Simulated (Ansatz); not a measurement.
`C=C1CC1(F)[SiH3]`, charge 0, multiplicity 1.

Q: Give a relaxed structure at PBE0-D4/def2-TZVP (Ansatz 0.2.0). (Best estimate.)

A: Computed: 
```xyz
13

C     0.533    0.942   -1.891
C    -0.109    0.621   -0.789
C    -1.367    0.415   -0.080
C    -0.021    0.319    0.634
F     0.287    1.370    1.477
Si    0.622   -1.334    1.247
H     1.613    1.044   -1.898
H     0.005    1.124   -2.820
H    -1.948   -0.493   -0.217
H    -1.953    1.302    0.144
H     0.103   -1.602    2.613
H     0.130   -2.374    0.307
H     2.106   -1.333    1.271
```
This is one stationary point; other conformers may exist.
